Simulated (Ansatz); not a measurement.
`CC[O][InH][CH3]` → `[CH2]` (triplet) + `C[O][InH][CH3]` at 600 K and 1 bar (formal loss of a carbene).

Gas-phase electronic energies from Ansatz, PBE0-D4/def2-TZVP geometries. CCSD(T)/CBS is the MP2 limit (def2-TZVPP, def2-QZVPP) plus CCSD(T) − MP2 in def2-TZVPP, frozen cores. This one scheme is used for every species. Triplets are unrestricted, without spin–orbit coupling. def2 core potentials past Kr. For In outer-core shells are correlated without core-valence functions, which leaves a few kJ/mol of doubt a bond. Each species was taken in one conformer, which may not be the lowest.

| species | CCSD(T)/CBS energy (Eh) | H − E (kJ/mol) | S (J/(mol·K)) |
| --- | --- | --- | --- |
| `CC[O][InH][CH3]` | -384.55850 | 366.4 | 510.3 |
| `[CH2]` (triplet) | -39.09499 | 66.5 | 220.8 |
| `C[O][InH][CH3]` | -345.29152 | 279.4 | 463.4 |

H − E and S are ideal-gas, rigid-rotor, harmonic terms from PBE0-D4/def2-TZVP, for one conformer and one mirror image of each species, with the whole ground term of open shells counted as degenerate. 1 Eh = 2625.50 kJ/mol, R = 8.31446 J/(mol·K).

Task: By hand: ΔE, ΔH, ΔS and ΔG.

Result: ΔE = (-39.09499) + (-345.29152) − (-384.55850) = 0.17199 Eh = 451.6 kJ/mol. Δ(H − E) = 66.5 + 279.4 − 366.4 = -20.5, so ΔH = 431.1 kJ/mol. ΔS = 220.8 + 463.4 − 510.3 = 173.9 J/(mol·K). ΔG = 431.1 − 600 × (173.9)/1000 = 326.8 kJ/mol.

Task: By hand: the equilibrium constant, and the temperature at which ΔG would vanish if ΔH and ΔS stayed fixed.

Result: log₁₀ K = −ΔG/(RT ln 10) = -28.4. ΔG = 0 at ΔH/ΔS = 2479 K.

The number of gas molecules changes by +1, which sets the sign of ΔS. A doubt of 5 kJ/mol in ΔE shifts log₁₀ K by 0.4 here. Other conformers and mirror images would add mixing entropy, several J/(mol·K) or more a flexible species. Modes under 60 cm⁻¹, often nearly free rotors, make the harmonic entropy too high. A triplet takes part, so the spin changes. These are equilibria of isolated gas molecules and say nothing of rates. Largest T1 diagnostic: 0.015 (customary marks: 0.02 for closed shells, 0.045 for open ones).
